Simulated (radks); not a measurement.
The numbers below are computed, except where a source is named.
Problem. These are the eigenvalues of the occupied orbitals of an atom or ion with whole-number occupations (hartree). Code: a radial shooting solver on a logarithmic mesh with Libxc functionals. Model: Dirac Kohn-Sham, PBE, spin-unpolarised, spherical densities, point nucleus.

1s1/2: -1037.425
2s1/2: -170.3857
2p1/2: -160.1627
2p3/2: -152.3944
3s1/2: -45.92295
3p1/2: -41.80212
3p3/2: -40.36228
3d3/2: -33.12836
3d5/2: -32.82837
4s1/2: -19.13719
4p1/2: -17.60853
4p3/2: -17.23426

Which element is it, and in what charge state? The configuration may be excited. Open shells, if any, are shared by 2j + 1.

Solution. Z = 49, indium, charge +18: In18+ in [Ar] 3d10 4s2 4p1. The list shows which subshells hold electrons but not how many an open one holds; the 1s level, -1037.4 hartree, gives Z - s = 45.6 by -(Z - s)^2/2, which with screening and relativity narrows Z to a few neighbours, and the depths of the outer levels then fix element, charge and occupations together.
